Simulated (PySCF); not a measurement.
Point-charge models of `C[S@@](=O)[C@@H]1[C@@H]2C[C@@H]21` against its computed dipole.

Coordinates (GFN2-xTB, Å) and charges (e) from the PBE0/pcSseg-1 density (PySCF):

| atom | x | y | z | Mulliken | IAO | Hirshfeld | ESP-fitted |
| --- | --- | --- | --- | --- | --- | --- | --- |
| C1 | 1.934 | 0.817 | 0.411 | -0.3896 | -0.5795 | -0.1376 | -0.3983 |
| S2 | 1.238 | -0.074 | -1.053 | +0.6256 | +1.0805 | +0.3356 | +0.3333 |
| O3 | 2.168 | -1.168 | -1.335 | -0.6236 | -0.9127 | -0.3791 | -0.4749 |
| C4 | -0.110 | -0.878 | -0.071 | -0.3300 | -0.2776 | -0.0502 | -0.0055 |
| C5 | -1.519 | -0.875 | -0.556 | -0.0883 | -0.1407 | -0.0462 | -0.2376 |
| C6 | -1.687 | 0.610 | -0.573 | -0.1466 | -0.2732 | -0.0807 | -0.1235 |
| C7 | -1.143 | -0.075 | 0.642 | -0.1254 | -0.1627 | -0.0507 | -0.1443 |
| H8 | 1.200 | 1.536 | 0.754 | +0.1400 | +0.1578 | +0.0427 | +0.1107 |
| H9 | 2.168 | 0.098 | 1.188 | +0.1437 | +0.1582 | +0.0478 | +0.1370 |
| H10 | 2.839 | 1.323 | 0.092 | +0.1549 | +0.1658 | +0.0507 | +0.1786 |
| H11 | 0.283 | -1.781 | 0.385 | +0.1594 | +0.1597 | +0.0533 | +0.1359 |
| H12 | -2.206 | -1.670 | -0.750 | +0.1045 | +0.1704 | +0.0677 | +0.1821 |
| H13 | -2.697 | 0.998 | -0.519 | +0.1328 | +0.1495 | +0.0531 | +0.1272 |
| H14 | -1.022 | 1.208 | -1.184 | +0.1386 | +0.1369 | +0.0294 | +0.0417 |
| H15 | -1.452 | -0.061 | 1.665 | +0.1039 | +0.1675 | +0.0641 | +0.1377 |

**Question.** Form Σ q r in debye for every column and set it beside the full dipole.

**Answer.** The full density gives (-3.25, 1.87, 2.54) D, 4.52 D in size; dipole vectors point from the negative to the positive end.

```json
{"scheme": "Mulliken", "μx": "-3.30", "μy": "4.42", "μz": "1.46", "size (D)": "5.70", "share of the full size (%)": "126", "angle to the full dipole (°)": "29"}
{"scheme": "IAO", "μx": "-4.73", "μy": "4.50", "μz": "1.38", "size (D)": "6.67", "share of the full size (%)": "148", "angle to the full dipole (°)": "25"}
{"scheme": "Hirshfeld", "μx": "-2.42", "μy": "1.72", "μz": "1.19", "size (D)": "3.20", "share of the full size (%)": "71", "angle to the full dipole (°)": "13"}
{"scheme": "ESP-fitted", "μx": "-3.19", "μy": "1.90", "μz": "2.51", "size (D)": "4.48", "share of the full size (%)": "99", "angle to the full dipole (°)": "1"}
```

**Question.** Which set comes closest?

**Answer.** Length of the difference vector: ESP-fitted 0.07 D, Hirshfeld 1.59 D, Mulliken 2.77 D, IAO 3.23 D. Closest: ESP-fitted. 

**Question.** What is left for the Hirshfeld atoms' own dipoles?

**Answer.** The Hirshfeld atoms' densities add up to the full density, so μ = Σ q r + Σ (atomic dipoles). The atomic dipoles sum to (-3.25, 1.87, 2.54) − (-2.42, 1.72, 1.19) = (-0.83, 0.15, 1.35) D, 1.59 D in size.

**Question.** With the origin at the mean of the coordinates, (0.000, 0.001, -0.060) Å, which are the largest single terms, by size, of the IAO dipole along the direction of the full one?

**Answer.** O3 +12.07, S2 -7.66, C1 +2.19, H15 +1.60, C6 -1.54 D; all 15 atoms together +6.03 D. The single terms depend on the origin, their sum doesn't.

**Question.** Give the size of the full dipole in other units.

**Answer.** 4.52 D = 1.780 au = 0.942 e·Å = 15.09 × 10⁻³⁰ C·m.

The structure is a single GFN2-xTB conformer in the gas phase; no vibrational or solvent corrections.

Conformer computed: `[CH3:1][S@@:2](=[O:3])[C@@H:4]1[C@@H:5]2[CH2:6][C@H:7]12`: C1–S2–C4–C5 133°.
